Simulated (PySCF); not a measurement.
Job file and geometry (Å, from GFN2-xTB) of an NMR shielding run on SMILES N1[Si@](CC)(N)COC[SiH2]1, C4H14N2OSi2, GIAO PBE0/pcSseg-1 NMR shielding, non-relativistic, gas phase (PySCF); density fitting, a coarse starting grid and PySCF grid level 2 are the driver's defaults:

```
$ OMP_NUM_THREADS=1 python probes_run.py task.json out

{"job": {"kind": "nmr", "xc": "PBE0", "basis": "pcSseg-1"}, "charge": 0, "multiplicity": 1}
C     -2.876115    -0.821450     0.942404
C     -1.998581    -0.781503    -0.301829
Si    -0.439393     0.280055    -0.081748
N     -0.932385     1.935033     0.061281
C      0.689286    -0.324410     1.348834
O      1.965347     0.300069     1.310525
C      2.809690    -0.194038     0.283126
Si     2.284315     0.377799    -1.459351
N      0.575640     0.137739    -1.490419
H     -3.758028    -1.438475     0.777096
H     -3.210337     0.178412     1.208666
H     -2.327533    -1.232217     1.786753
H     -1.724352    -1.800363    -0.573800
H     -2.580811    -0.384495    -1.132134
H     -1.696089     2.168262     0.675462
H     -0.207674     2.631631     0.143591
H      0.822603    -1.415091     1.358078
H      0.277984    -0.041102     2.320610
H      2.856029    -1.290431     0.350138
H      3.802875     0.183991     0.532745
H      2.882355    -0.478247    -2.487482
H      2.661814     1.787624    -1.635613
H      0.118608     0.248191    -2.380978
```

Q: What does the program print?

A: 
```
coarse grid: 19488 points
cycle   1  E = -923.7402490336  dE =  9.381e-01  |g| = 8.086e-01  |ddm| = 4.304e+00
cycle   2  E = -923.6165454805  dE =  1.237e-01  |g| = 1.130e+00  |ddm| = 1.751e+00
cycle   3  E = -923.8756466352  dE = -2.591e-01  |g| = 1.246e-01  |ddm| = 1.158e+00
cycle   4  E = -923.8781886752  dE = -2.542e-03  |g| = 4.956e-02  |ddm| = 1.168e-01
cycle   5  E = -923.8786825516  dE = -4.939e-04  |g| = 9.344e-03  |ddm| = 4.506e-02
cycle   6  E = -923.8786963967  dE = -1.385e-05  |g| = 4.311e-03  |ddm| = 1.162e-02
cycle   7  E = -923.8787005591  dE = -4.162e-06  |g| = 4.503e-04  |ddm| = 4.226e-03
final grid: 177088 points
cycle   8  E = -923.9361733012  dE = -3.723e-05  |g| = 1.342e-02  |ddm| = 2.900e-02
cycle   9  E = -923.9361408822  dE =  3.242e-05  |g| = 1.891e-02  |ddm| = 2.232e-02
cycle  10  E = -923.9362092915  dE = -6.841e-05  |g| = 1.759e-03  |ddm| = 1.350e-02
cycle  11  E = -923.9362099353  dE = -6.438e-07  |g| = 2.446e-04  |ddm| = 1.788e-03
cycle  12  E = -923.9362099456  dE = -1.028e-08  |g| = 7.555e-05  |ddm| = 2.678e-04
cycle  13  E = -923.9362099465  dE = -9.154e-10  |g| = 3.774e-05  |ddm| = 8.810e-05
cycle  14  E = -923.9362099468  dE = -3.095e-10  |g| = 4.771e-06  |ddm| = 3.749e-05
converged SCF energy = -923.9362099468

GIAO shielding tensors (ppm)
atom      isotropic    diamagn.    paramagn.     s11        s22        s33       span
  0 C      177.523     246.703     -69.180    172.039    173.266    187.263     15.224
  1 C      175.129     256.475     -81.346    168.437    173.503    183.448     15.011
  2 Si     369.687     882.136    -512.449    340.141    363.235    405.686     65.544
  3 N      243.505     319.945     -76.440    221.966    240.867    267.683     45.717
  4 C      118.638     256.283    -137.646     89.504     99.405    167.005     77.502
  5 O      347.685     395.833     -48.148    309.749    327.605    405.701     95.952
  6 C      123.200     249.181    -125.981     92.762     98.082    178.755     85.994
  7 Si     391.567     880.570    -489.004    364.518    380.138    430.043     65.525
  8 N      246.032     326.835     -80.803    217.446    244.976    275.675     58.228
  9 H       30.419      27.429       2.990     25.058     27.568     38.630     13.572
 10 H       31.082      30.257       0.825     25.991     30.567     36.687     10.696
 11 H       31.073      30.790       0.284     25.905     30.694     36.622     10.717
 12 H       31.219      33.823      -2.604     26.519     30.377     36.761     10.242
 13 H       31.168      32.573      -1.405     26.783     30.139     36.581      9.799
 14 H       31.221      32.520      -1.299     23.505     27.688     42.469     18.963
 15 H       30.572      32.550      -1.978     23.326     27.591     40.799     17.472
 16 H       28.479      34.192      -5.712     23.799     29.279     32.360      8.560
 17 H       27.998      33.137      -5.139     23.339     27.828     32.827      9.489
 18 H       28.314      30.531      -2.216     23.773     27.404     33.766      9.993
 19 H       27.905      28.396      -0.491     23.752     26.128     33.835     10.083
 20 H       26.984      28.681      -1.697     23.433     24.623     32.896      9.463
 21 H       26.541      29.195      -2.654     22.797     24.237     32.589      9.792
 22 H       31.830      33.231      -1.401     23.290     29.046     43.154     19.864
```

Q: Turn these shieldings into chemical shifts. Referencing at the same level of theory: TMS for 13C (186.93 ppm), 29Si (349.16 ppm), 1H (31.72 ppm); 15N (267.73 ppm) vs NH3; 17O (336.08 ppm) vs H2O.

A: Averaging equivalent atoms: C 4: 68.3; C 6: 63.7; C 1: 11.8; C 0: 9.4; Si 2: -20.5; Si 7: -42.4; N 3: 24.2; N 8: 21.7; O 5: -11.6; H 21: 5.18; H 20: 4.73; H 19: 3.81; H 17: 3.72; H 18: 3.40; H 16: 3.24; H 9/10/11: 0.86; H 14/15: 0.82; H 13: 0.55; H 12: 0.50; H 22: -0.11 ppm. Experimental scales use liquid or dissolved standards, which lie at an offset from isolated NH3 (liquid NH3: subtract about 20 ppm) and H2O (liquid H2O: subtract about 36 ppm).

Size and cost of the density-fitted run: 237 basis functions, 93 s wall time on 1 thread of an Arm Neoverse V1, shared host; peak memory 1.1 GiB.
